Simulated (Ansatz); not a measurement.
Consider the ligand exchange at the Al–S bond: `[NH2][Al]([SH])[O][SiH3]` + NH₃ → `[NH2][Al]([NH2])[O][SiH3]` + H₂S.

Program: Ansatz. Geometries: PBE0-D4/def2-TZVP. ΔE: electronic, gas phase. CCSD(T)/CBS adds triple-zeta CCSD(T) − MP2 to the extrapolated MP2 energy (def2 sets, frozen cores). This one scheme is used for every species. Functionals use def2-TZVPP. HSE06 is defined as in plane-wave codes. One conformer a species, not always the lowest.

Q: Is it downhill or uphill in electronic energy at CCSD(T)/CBS, and by how much? (Best estimate.)

A: Ansatz gave: Uphill: ΔE = +0.29 eV.

Q: What do these levels give: PBE-D4, revPBE-D4, PBE0-D4, revPBE, r2SCAN, r2SCANh, HSE06, HF/def2-SVP, MP2/def2-TZVPP, CCSD/def2-TZVPP, HF/def2-QZVPP, CCSD/CBS(def2)? (Best estimate.)

A: Computed: PBE-D4 0.36, revPBE-D4 0.36, PBE0-D4 0.35, revPBE 0.35, r2SCAN 0.31, r2SCANh 0.31, HSE06 0.34, HF/def2-SVP 0.22, MP2/def2-TZVPP 0.30, CCSD/def2-TZVPP 0.26, HF/def2-QZVPP 0.21, CCSD/CBS(def2) 0.27 eV.

Largest T1 diagnostic among the species: 0.011.

Leaving LDA and LC-ωPBE aside and taking each functional with its dispersion term where it has one, the values, not all of them listed here, spread over 0.14 eV, from CAM-B3LYP-D4 to revPBE-D4. LDA lies −0.05 eV from PBE without D4. At CCSD(T), def2-SVP lies −0.03 eV from the extrapolated value and def2-TZVPP −0.01 eV. In def2-TZVPP, CCSD(T) changes the Hartree–Fock value by +0.05 eV (the triples alone add +0.02 eV) and MP2 by +0.08 eV.
